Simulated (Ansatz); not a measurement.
Geometry optimisation, RHF/def2-SVP (Ansatz).

input.yaml

```yaml
crystal:
  periodic: [false, false, false]
  atoms:
    - { symbol: Na, position_ang: [1.1339, -0.428, 0.5656] }
    - { symbol: Br, position_ang: [-1.1045, 0.3678, -0.5616] }
basis:
  gaussian: { orbitals: def2-SVP }
hamiltonian:
  xc: hf
relax:
  f_tol: 0.02
  max_steps: 40
```

Launched with:

```bash
$ ansatz run input.yaml --threads 1 --pin off --max-ram 2048MiB --backend cpu --events-out ev --progress --plain --runs-dir out
```

**Question.** Where does it end, and by what steps?

**Answer.** It converged. After 3 steps the energy has fallen by 0.026 eV; Br2 moved furthest, 0.05 Å.

| step | energy less start (eV) | largest force component (eV/Å) | accepted |
| --- | --- | --- | --- |
| 0 | 0.0000 | 0.418 | yes |
| 1 | -0.0236 | 0.130 | yes |
| 2 | -0.0256 | 0.027 | yes |
| 3 | -0.0257 | 0.002 | yes |

```xyz
2
Properties=species:S:1:pos:R:3
Na 1.092 -0.413 0.544
Br -1.062 0.353 -0.540
```

Run time: 1.4 s on 1 thread of Intel(R) Xeon(R) 6975P-C (Granite Rapids), with other jobs on the host, peak memory 0.11 GiB.
